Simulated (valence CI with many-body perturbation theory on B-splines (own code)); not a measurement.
# V16+: fill in the table

Method: valence CI with perturbative core correlation (CI+MBPT): five valence electrons over a frozen Dirac-Fock core [He], radial functions for each j: 11 s, 11 p, 10 d, 8 f, 5 g, 2 h, with the one-electron correlation potential Σ1 (screened to all orders), the two-electron term Σ2, the three-electron term Σ3, Breit, model QED; selected single and double excitations, second order for the rest, scaled by the run's own slope (own B-spline code, finite nucleus).

No measured levels were compared; by estimate levels of excited configurations hold to 0.05 to 0.15 % of their energy, terms of the ground configuration to about 0.5 %. Among the levels kept, up to 5400 cm⁻¹ of a level comes from second order outside the variational space, and about a tenth of that is noise between levels of different J, which matters for small intervals.

| Level | E (cm⁻¹) |
| --- | --- |
| 2s2.2p3 4S°_3/2 | 0 |
| 2s2.2p3 2D°_3/2 | 121260 |
| 2s2.2p3 2D°_5/2 | 140570 |
| 2s2.2p3 2P°_1/2 | ? |
| 2s2.2p3 2P°_3/2 | 240930 |
| 2s.2p4 4P_5/2 | ? |
| 2s.2p4 4P_3/2 | 666330 |
| 2s.2p4 4P_1/2 | 681760 |
| 2s.2p4 2D_3/2 | 867450 |
| 2s.2p4 2D_5/2 | 873420 |
| 2s.2p4 2S_1/2 | ? |
| 2s.2p4 2P_3/2 | ? |
| 2s.2p4 2P_1/2 | 1094100 |
| 2p5 2P°_3/2 | 1637300 |
| 2p5 2P°_1/2 | ? |
| 2s2.2p2.3s 4P_1/2 | 5327200 |
| 2s2.2p2.3s 4P_3/2 | 5360400 |
| 2s2.2p2.3s 2P_1/2 | ? |
| 2s2.2p2.3s 4P_5/2 | 5388800 |
| 2s2.2p2.3s 2P_3/2 | 5419300 |

The levels stand in rising order. What does the calculation give for the missing energies?

2s2.2p3 2P°_1/2 211870; 2s.2p4 4P_5/2 627700; 2s.2p4 2S_1/2 1000700; 2s.2p4 2P_3/2 1039600; 2p5 2P°_1/2 1698900; 2s2.2p2.3s 2P_1/2 5388300.
